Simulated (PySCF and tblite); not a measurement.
Results of a calculation; reference values are marked as such.
System: C₆H₁₂OSe, numbered as in [CH3:1][CH:2]([CH3:3])[C@H:4]1[CH2:5][O:6][CH2:7][Se:8]1.

Motion: rotation about the C2–C4 bond (torsion C1–C2–C4–C5 from 59° to 174°, rising). GFN2-xTB gives an electronic barrier of 3.7 kcal/mol and a reaction energy of 0.6 kcal/mol.

Spin–orbit effects of heavy atoms on shieldings are missing.

(1) What does PBE0/pcSseg-1 + D3(BJ) give on GFN2-xTB geometries?

Programs: tblite and PySCF.

Results:

(1) A barrier of 5.0 kcal/mol, 1.3 above the tight-binding barrier (from unrounded values), a reaction energy of 0.5 kcal/mol and, with GFN2-xTB thermal terms, ΔG‡(298 K) = 5.7 kcal/mol and k = 4.3×10⁸ s⁻¹ (1 equivalent path).
